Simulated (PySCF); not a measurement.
# One molecule, several mistakes: AlCH6N2 cation

Calculated results; nothing here was measured. The program is PySCF 2.14.0, an open-source quantum chemistry code, run on an isolated molecule that a program drew, which may never have been made. The molecule is AlCH6N2 cation (charge +1, singlet), drawn as the SMILES string `C[NH][Al+][NH2]`.

Each row is a Hartree-Fock (HF) and frozen-core CCSD(T) single point in the cc-pV(D+d)Z basis, meant for a local HF minimum. Run 1 is clean. Each other run has one planted mistake out of seven kinds, and not every kind appears here: one electron removed, one electron added, multiplicity raised by two, geometry at a saddle point, minimal basis STO-3G, one bond length entered in bohr, all coordinates scaled. The reference is restricted for singlets and unrestricted otherwise, and also for a bond in bohr. Adding or removing an electron swaps singlet and doublet. Electrons count all cores. HOMO and LUMO are orbital energies over both spins, the gradient is its largest component, and the lowest frequency (negative if imaginary) is given only where the gradient is small. Bond lengths are over the 9 bonds as drawn. T1 is the CCSD diagnostic: over 0.02 (restricted) or 0.045 (unrestricted) a single reference is doubtful.

Geometry of the clean run:
```xyz
10
AlCH6N2 cation, angstrom
C     1.4556    1.2963    0.5840
N     0.1173    0.8772    1.0485
Al   -1.1653    0.1766    0.1640
N    -2.4430   -0.5243   -0.7315
H     1.5945    2.3628    0.7520
H     2.2280    0.7431    1.1153
H     1.5655    1.1001   -0.4821
H    -0.0025    1.0515    2.0329
H    -2.5827   -1.5123   -0.8639
H    -3.1699   -0.0107   -1.2015
```

| run | electrons | basis functions | <S^2> | HOMO (eV) | LUMO (eV) | gradient (hartree/bohr) | lowest frequency (cm^-1) | mean bond (Å) | longest bond (Å) | T1 | HF (hartree) | CCSD(T) (hartree) | mistake |
|---|---|---|---|---|---|---|---|---|---|---|---|---|---|
| 1 | 38 | 95 | 0.000 | -15.65 | -3.72 | 2.9e-05 | 119 | 1.2425 | 1.710 | 0.0143 | -391.99436 | -392.57930 | no fault |
| 2 | 39 | 95 | 0.767 | -4.82 | 2.16 | 4.3e-02 | - | 1.2425 | 1.710 | 0.0168 | -392.15070 | -392.75341 | one electron added |
| 3 | 38 | 95 | 0.691 | -15.68 | -4.77 | 2.4e-02 | - | 1.3420 | 1.902 | 0.0629 | -391.84199 | -392.42900 | one bond length entered in bohr |
| 4 | 38 | 30 | 0.000 | -13.77 | 1.46 | 2.6e-02 | - | 1.2425 | 1.710 | 0.0224 | -387.29128 | -387.51677 | minimal basis STO-3G |
| 5 | 38 | 95 | 2.024 | -10.98 | -5.60 | 1.1e-01 | - | 1.2425 | 1.710 | 0.0198 | -391.87580 | -392.43580 | multiplicity raised by two |
| 6 | 37 | 95 | 0.761 | -21.45 | -12.10 | 8.0e-02 | - | 1.2425 | 1.710 | 0.0241 | -391.49415 | -392.04005 | ? |

**Which mistake was planted in run 6, and what did it cost?**

It counts 37 electrons, one fewer than the clean run, at the same geometry and basis. So the mistake is: one electron removed. Subtracting run 1 and multiplying by 627.51 kcal/mol a hartree, the energy moved by 313.9 kcal/mol in HF and 338.4 kcal/mol in CCSD(T).

Cautions from the logs. Run 3: T1 is over the limit, so its CCSD(T) energy is less reliable; run 4: T1 is over the limit, so its CCSD(T) energy is less reliable.
